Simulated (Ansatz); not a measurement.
Consider the formal exchange of groups at the Si–H bond: `C=C[SiH2]O` + `O[SiH2]/C=C/Cl` → `C=C[SiH](O)[SiH2]O` + `C=CCl`.

Program: Ansatz. Geometries: PBE0-D4/def2-TZVP. ΔE: electronic, gas phase. CCSD(T)/CBS adds triple-zeta CCSD(T) − MP2 to the extrapolated MP2 energy (def2 sets, frozen cores). This one scheme is used for every species. DFT in def2-TZVPP. B3LYP here is the variant with VWN-RPA as its local correlation; programs differ in this. Each species was taken in one conformer, which may not be the lowest.

```tsv
level	ΔE (kcal/mol)	difference from CCSD(T)/CBS
B3LYP-D4	5.5	-0.8
ωB97X-V	5.8	-0.5
ωB97M-V	7.2	0.9
B2PLYP	7.1	0.8
PBE0	4.9	-1.4
MP2/def2-QZVPP	8.2	1.9
SCS-MP2/def2-QZVPP	8.1	1.8
HF/CBS(def2)	8.7	2.4
MP2/CBS(def2)	8.1	1.8
CCSD/CBS(def2)	6.4	0.1
CCSD(T)/CBS	6.3	0
```

Largest T1 diagnostic among the species: 0.012.

The D4 term adds −0.8 kcal/mol with B3LYP and −0.5 kcal/mol with PBE0; it sums over pairs of atoms, weighted by their polarisabilities, and B3LYP, whose exchange is more repulsive, gets the larger term. From PBE to PBE0 (25 % exact exchange), in def2-TZVPP and without D4, ΔE moves by +0.9 kcal/mol.
